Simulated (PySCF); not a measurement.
**How methods differ on the fine-structure interval of Ti(13+)**

Ti(13+) [He] 2s2 2p5 [2p1/2^2 2p3/2^3, M_J = 3/2] → Ti(13+) [He] 2s2 2p5 [2p1/2^1 2p3/2^4, M_J = 1/2], as a difference of total energies. Calculation: PySCF 2.14, in an even-tempered Gaussian basis (18 s from 2.3 bohr⁻², ratio 2.4; 11 p from 3 bohr⁻², ratio 2.4; 5 d from 15 bohr⁻², ratio 2.6; 5 f from 22 bohr⁻², ratio 2.6); the two-component X2C-1e Hamiltonian. Correlated levels: nothing frozen; the 30 highest virtual spinors dropped. "Screened" scales the spin-orbit matrix elements by Boettger's factors to mimic the two-electron term; Breit and QED terms are absent.

| method | fine-structure interval (cm⁻¹) |
| --- | --- |
| GHF (screened spin-orbit) | 48543 |
| GMP2 (screened spin-orbit) | 49282 |
| GHF (bare spin-orbit) | 53502 |
